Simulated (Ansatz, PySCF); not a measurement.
Gas-phase reaction (SMILES): ClC(Cl)C(Cl)Cl → Cl[C](Cl)C(Cl)Cl + H atom; the C-H bond at the site shown breaks (other sites are not compared here).

Geometries: B3LYP-D3(BJ)/def2-TZVP minima from Ansatz (an electronic-structure program), one conformer each, not searched for the lowest. Cores are frozen in the correlated levels unless marked. Open shells are spin-unrestricted. Spin-orbit coupling is left out. No relativistic terms. Basis-set limits of correlation are two-point, X^-3; Hartree-Fock from the larger set. The bracket is a focal-point correction in the basis named. Thermal terms are rigid-rotor harmonic-oscillator values from B3LYP-D3(BJ) frequencies (Ansatz or PySCF) at 298.15 K and 1 atm. 1 Eh = 627.5095 kcal/mol. Atoms have translation alone. Electronic entropy comes from spin alone.

```tsv
species	E, RI-MP2/CBS(cc-pV(T+d)Z,cc-pV(Q+d)Z)+[CCSD(T)-MP2]/cc-pV(T+d)Z (Ansatz) (Eh)	E, PBE-D3(BJ)/def2-TZVPD (Ansatz + dftd3) (Eh)	H - E (Eh)	G - E (Eh)
ClC(Cl)C(Cl)Cl	-1916.39447	-1917.45980	0.04662	0.00615
Cl[C](Cl)C(Cl)Cl	-1915.73248	-1916.81312	0.03389	-0.00865
H atom	-0.49995	-0.49962	0.00236	-0.01065
```

Problem. Work out ΔE and ΔH, ΔG, ΔS and the equilibrium constant at 298.15 K at the first level, then ΔH at the second.

Solution. 
1. ΔE = [(-1915.73248) + (-0.49995)] - [(-1916.39447)] = 0.16204 Eh = 101.7 kcal/mol at RI-MP2/CBS(cc-pV(T+d)Z,cc-pV(Q+d)Z)+[CCSD(T)-MP2]/cc-pV(T+d)Z.
2. The terms H - E add up to -0.01037 Eh, so ΔH = (0.16204 + (-0.01037))×627.5095 = 95.2 kcal/mol.
3. The terms G - E add up to -0.02545 Eh, so ΔG = 85.7 kcal/mol, and ΔS = (-0.01037 - (-0.02545))×627509.5/298.15 = 31.7 cal/(mol K).
4. log10 K = -ΔG/(RT ln 10) = -62.8, with RT ln 10 = 1.3642 kcal/mol.
5. With ΔH and ΔS taken as constant, ΔG changes sign near ΔH/ΔS = 3000 K, a rough figure that leaves out heat capacities.
6. At PBE-D3(BJ)/def2-TZVPD the same steps give ΔE = 92.3 and ΔH = 85.8 kcal/mol, a shift of -9.4 from the first level.
7. These values are not checked against measurement here, since the tables used lack a sound gas-phase enthalpy of formation for at least one species.
